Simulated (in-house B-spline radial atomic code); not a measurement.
Whole-atom quantities along the 26-electron series, configuration [Ar] 3d8. Computed with a B-spline radial code for spherical atoms: non-relativistic Hartree-Fock, average of the configuration, point nuclei.

This level leaves out relativity, spin-orbit splitting included, which matters for heavy ions.

```json
{"ion": "Sn24+", "Z": "50", "E/Z² (Eh)": "-2.2901", "Σ<r²> (bohr²)": "1.9756", "n(0)/Z³ (bohr⁻³)": "0.70231", "Lamb diamagnetic shielding (ppm)": "4534.96", "repulsion over attraction": "0.10362"}
{"ion": "Sb25+", "Z": "51", "E/Z² (Eh)": "-2.3005", "Σ<r²> (bohr²)": "1.8719", "n(0)/Z³ (bohr⁻³)": "0.70295", "Lamb diamagnetic shielding (ppm)": "4637.61", "repulsion over attraction": "0.10187"}
{"ion": "Te26+", "Z": "52", "E/Z² (Eh)": "-2.3106", "Σ<r²> (bohr²)": "1.7763", "n(0)/Z³ (bohr⁻³)": "0.70356", "Lamb diamagnetic shielding (ppm)": "4740.25", "repulsion over attraction": "0.10017"}
{"ion": "I27+", "Z": "53", "E/Z² (Eh)": "-2.3203", "Σ<r²> (bohr²)": "1.6879", "n(0)/Z³ (bohr⁻³)": "0.70416", "Lamb diamagnetic shielding (ppm)": "4842.89", "repulsion over attraction": "0.098518"}
{"ion": "Xe28+", "Z": "54", "E/Z² (Eh)": "-2.3297", "Σ<r²> (bohr²)": "1.6061", "n(0)/Z³ (bohr⁻³)": "0.70473", "Lamb diamagnetic shielding (ppm)": "4945.52", "repulsion over attraction": "0.09692"}
{"ion": "Cs29+", "Z": "55", "E/Z² (Eh)": "-2.3388", "Σ<r²> (bohr²)": "1.5301", "n(0)/Z³ (bohr⁻³)": "0.70529", "Lamb diamagnetic shielding (ppm)": "5048.14", "repulsion over attraction": "0.095371"}
{"ion": "Ba30+", "Z": "56", "E/Z² (Eh)": "-2.3477", "Σ<r²> (bohr²)": "1.4595", "n(0)/Z³ (bohr⁻³)": "0.70583", "Lamb diamagnetic shielding (ppm)": "5150.76", "repulsion over attraction": "0.093868"}
{"ion": "La31+", "Z": "57", "E/Z² (Eh)": "-2.3562", "Σ<r²> (bohr²)": "1.3937", "n(0)/Z³ (bohr⁻³)": "0.70635", "Lamb diamagnetic shielding (ppm)": "5253.38", "repulsion over attraction": "0.092409"}
{"ion": "Ce32+", "Z": "58", "E/Z² (Eh)": "-2.3645", "Σ<r²> (bohr²)": "1.3323", "n(0)/Z³ (bohr⁻³)": "0.70686", "Lamb diamagnetic shielding (ppm)": "5355.99", "repulsion over attraction": "0.090993"}
```

With what power of Z does the column «Σ<r²> (bohr²)» change over this range?

A fit of the logarithm of its size against log Z from Z = 50 to 58 has slope -2.65. Unscreened non-relativistic hydrogenic orbitals would give -2.
